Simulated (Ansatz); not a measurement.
A structure relaxed at PBE-D4/def2-SVP in Ansatz, charge -1, singlet:

```xyz
10

As   -0.013    1.842   -1.108
Se    1.378   -1.823   -1.139
Se    1.519    1.266    2.339
Se   -2.102    0.555   -1.506
Se    2.347   -2.241    0.980
Se   -0.677   -2.990   -1.266
Se   -0.374    2.242    1.369
Se    1.074   -1.062    2.609
Se   -1.040    3.620   -2.097
Se   -2.111   -1.407   -0.181
```

Task: Give its formula.

Result: the cluster AsSe9⁻.

Task: Summarise the bond lengths by kind (pairs closer than 1.2 times the sum of covalent radii, bridged metal pairs left out).

Result: 7 × Se–Se 2.34 to 2.40 Å; 3 × As–Se 2.28 to 2.53 Å.

Another isomer (singlet) lies 0.09 eV lower at PBE0-D4/def2-SVP; other spin states weren't run for this one.
